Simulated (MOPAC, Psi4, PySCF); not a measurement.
Internal rotation in SMILES [SeH][SiH2]Br (H3BrSeSi). Scanned: dihedral H4–Se1–Si2–Br3; all other coordinates were relaxed at GFN2-xTB. Points at φ and −φ are mirror images.

Atom numbering (GFN2-xTB optimised geometry, Å):
```
6

Se     1.6529    -0.5927    -0.4680
Si    -0.5506    -0.2588    -0.0017
Br    -1.0648     1.8940    -0.1339
H      2.1372     0.5398     0.2750
H     -1.3043    -0.9416    -1.0351
H     -0.8704    -0.6407     1.3637
```

RKS-BP86/6-31G* = PySCF with restricted BP86/6-31G*, spherical d // GFN2-xTB; RKS-B3LYP/6-31G* = restricted B3LYP/6-31G*, spherical d // GFN2-xTB run with PySCF; PBE0-D3(BJ)/def2-TZVP // GFN2-xTB (Psi4); RKS-B3LYP/3-21G = restricted B3LYP/3-21G // GFN2-xTB (PySCF 2.14.0); PM6, restricted, heats of formation // GFN2-xTB (MOPAC); MP2/cc-pVTZ = DF-MP2 (frozen core)/cc-pVTZ // GFN2-xTB (Psi4 1.11).

Energies in mEh, each method relative to its own lowest point.

```csv
φ / °,RKS-BP86/6-31G*,RKS-B3LYP/6-31G*,PBE0-D3(BJ)/def2-TZVP,RKS-B3LYP/3-21G,PM6,MP2/cc-pVTZ
-150,2.6,2.4,1.8,3.8,2.3,1.6
-120,1.7,1.7,1.5,2.2,1.0,1.6
-90,0.0,0.1,0.2,0.1,0.0,0.3
-60,0.0,0.0,0.0,0.0,0.8,0.0
-30,2.5,2.3,1.9,2.6,3.5,1.8
0,4.3,4.0,3.3,4.4,5.2,3.1
30,2.5,2.3,1.9,2.6,3.5,1.8
60,0.0,0.0,0.0,0.0,0.8,0.0
90,0.0,0.1,0.2,0.1,0.0,0.3
120,1.7,1.7,1.5,2.2,1.0,1.6
150,2.6,2.4,1.8,3.8,2.3,1.6
180,2.7,2.3,1.5,4.1,2.9,1.2
```

Root-mean-square difference from the MP2/cc-pVTZ profile, itself a level with limits, after the best constant shift (mEh): RKS-BP86/6-31G* 0.6, RKS-B3LYP/6-31G* 0.4, PBE0-D3(BJ)/def2-TZVP 0.1, RKS-B3LYP/3-21G 1.0, PM6 0.9.
